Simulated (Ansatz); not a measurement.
Gas-phase electronic energies from Ansatz, PBE0-D4/def2-TZVP geometries. CCSD(T)/CBS adds triple-zeta CCSD(T) − MP2 to the extrapolated MP2 energy (def2 sets, frozen cores). This one scheme is used for every species. Functionals use def2-TZVPP. HSE06 is defined as in plane-wave codes. For Ge outer-core shells are correlated without core-valence functions, which leaves a few kJ/mol of doubt a bond. Scalar relativity is left out up to krypton. One conformer a species, not always the lowest.

Consider the ligand exchange at a Ge–C bond: `O=[CH][GeH3]` + `N[SiH](O)F` → `O[SiH](F)[NH][GeH3]` + `C=O`.

| level | ΔE (kJ/mol) | difference from CCSD(T)/CBS |
| --- | --- | --- |
| PBE-D4 | -18.7 | 15.0 |
| r2SCANh-D4 | -26.4 | 7.3 |
| r2SCAN0-D4 | -29.4 | 4.3 |
| ωB97X-V | -32.5 | 1.2 |
| PBE-QIDH | -33.7 | 0.0 |
| r2SCAN | -23.2 | 10.5 |
| PBE0 | -22.6 | 11.1 |
| r2SCANh | -25.2 | 8.5 |
| r2SCAN0 | -27.9 | 5.8 |
| HSE06 | -22.6 | 11.1 |
| BHLYP | -31.6 | 2.1 |
| LC-ωPBE | -28.1 | 5.6 |
| CCSD/def2-SVP | -47.9 | -14.2 |
| HF/def2-TZVPP | -43.2 | -9.5 |
| MP2/def2-TZVPP | -39.8 | -6.1 |
| HF/CBS(def2) | -43.3 | -9.6 |
| CCSD(T)/CBS | -33.7 | 0 |

Largest T1 diagnostic among the species: 0.015.

Leaving LDA and LC-ωPBE aside and taking each functional with its dispersion term where it has one, the values, not all of them listed here, spread over 19.0 kJ/mol, from BHLYP-D4 to PBE-D4. At CCSD(T), def2-SVP lies −13.6 kJ/mol from the extrapolated value and def2-TZVPP −2.8 kJ/mol.
